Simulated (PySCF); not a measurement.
SMILES [NH3]->[Ag+]<-[NH3] (H₆AgN₂ (cation, charge +1)), singlet (PBE0/def2-SVP optimised geometry):

```
9

Ag     0.000    -0.019     0.000
N      2.143    -0.019     0.000
H      2.534     0.741    -0.562
H      2.534    -0.885    -0.377
H      2.534     0.088     0.939
N     -2.143    -0.019     0.000
H     -2.534     0.885    -0.275
H     -2.534    -0.234     0.920
H     -2.533    -0.709    -0.647
```

Level of theory: PBE0/def2-TZVP, def2 effective core potentials past Kr (PySCF 2.14.0).

What are the frontier orbital energies?

HOMO-2 -13.99 eV, HOMO-1 -13.99 eV, HOMO -12.37 eV, LUMO -5.09 eV, LUMO+1 -3.70 eV.

On the same geometry PBE/def2-TZVP, def2 effective core potentials past Kr (PySCF) gives HOMO-2 -12.18 eV, HOMO-1 -12.18 eV, HOMO -11.00 eV, LUMO -6.03 eV, LUMO+1 -4.46 eV.
